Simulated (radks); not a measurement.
Q: S IV, configuration [Ne] 3s2 3p1 (the NIST ground configuration). Calculated with a radial shooting solver on a logarithmic mesh with Libxc functionals: Dirac Kohn-Sham, LDA (Slater exchange, Perdew-Wang correlation), spin-unpolarised, spherical densities, point nucleus; open shells fill j = l - 1/2 first. Some entries of the table are withheld. Estimate them.

orbital,occ.,eigenvalue (hartree),<r^2> (bohr^2)
1s1/2,2,-89.67354,0.01270
2s1/2,2,-9.27462,0.2738
2p1/2,2,(1),(2)
2p3/2,4,(3),(4)
3s1/2,2,(5),2.640
3p1/2,1,-1.48801,3.171
3p3/2,0,-1.48299,3.189
3d3/2,0,-0.88884,4.649
3d5/2,0,-0.88857,4.652
4s1/2,0,-0.69777,13.47
4p1/2,0,(6),16.93
4p3/2,0,(7),17.00
4f5/2,0,(8),(9)
4f7/2,0,(10),(11)

A: 
(1) 2p1/2 eigenvalue (hartree): -7.31711
(2) 2p1/2 <r^2> (bohr^2): 0.2420
(3) 2p3/2 eigenvalue (hartree): -7.27046
(4) 2p3/2 <r^2> (bohr^2): 0.2444
(5) 3s1/2 eigenvalue (hartree): -1.92075
(6) 4p1/2 eigenvalue (hartree): -0.57002
(7) 4p3/2 eigenvalue (hartree): -0.56870
(8) 4f5/2 eigenvalue (hartree): -0.32866
(9) 4f5/2 <r^2> (bohr^2): 25.48
(10) 4f7/2 eigenvalue (hartree): -0.32865
(11) 4f7/2 <r^2> (bohr^2): 25.48
